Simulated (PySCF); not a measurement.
(3R)-1-fluoro-3-methylcyclobutene (C5H7F), SMILES C1C(=C[C@@H]1C)F.

The structure is a stationary point at B3LYP-D3(BJ)/def2-SVP.

Calculation: PySCF with SMD-B3LYP/def2-SVP.

Solvation free energies are E(SMD) − E(gas) at the gas-phase geometry, for 1 M in both phases. In vacuum the dipole moment is 1.41 D.

Computed solvation free energies in water, 2-propanol, toluene:
```csv
solvent,ΔG(solv) (kcal/mol),its non-electrostatic (CDS) part,dipole (D)
water,1.3,3.4,1.79
2-propanol,-2.8,-0.8,1.77
toluene,-3.3,-2.3,1.59
```
